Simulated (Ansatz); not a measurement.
`FC(Cl)Br` and `FC([SiH3])(Cl)Br` differ in one atom or group.

Ansatz, PBE0-D4/def2-TZVP geometries, multiplicity 1. 

Scalar relativity is left out up to krypton.

```csv
property,`FC(Cl)Br`
LUMO energy (ωB97M-V/def2-TZVPP) / eV,1.22
HOMO–LUMO gap (PBE0/def2-TZVPP) / eV,7.68
LUMO energy (PBE/def2-TZVPP) / eV,-1.94
LUMO energy (B3LYP/def2-TZVPP) / eV,-1.22
LUMO energy (PBE0/def2-TZVPP) / eV,-0.93
size of the dipole moment (B3LYP/def2-TZVPP) / D,1.20
```

Q: What does the change do to each property? (Estimate.)

A: Computed: 
| property | `FC([SiH3])(Cl)Br` | shift |
| --- | --- | --- |
| LUMO energy (ωB97M-V/def2-TZVPP) / eV | 0.90 | -0.32 |
| HOMO–LUMO gap (PBE0/def2-TZVPP) / eV | 7.27 | -0.41 |
| LUMO energy (PBE/def2-TZVPP) / eV | -2.13 | -0.19 |
| LUMO energy (B3LYP/def2-TZVPP) / eV | -1.40 | -0.18 |
| LUMO energy (PBE0/def2-TZVPP) / eV | -1.16 | -0.23 |
| size of the dipole moment (B3LYP/def2-TZVPP) / D | 1.60 | 0.40 |

With PBE0 the HOMO rises by 0.19 eV and the LUMO falls by 0.23 eV, so the gap narrows by about 0.42 eV. PBE moves the HOMO by 0.13 eV and ωB97M-V by 0.22 eV. Dipoles are sizes alone; their direction can turn.

B3LYP here is the variant with VWN-RPA as its local correlation; programs differ in this.

Spin–orbit coupling is left out; it splits and shifts lone-pair levels of the heavy atoms by tenths of an eV.
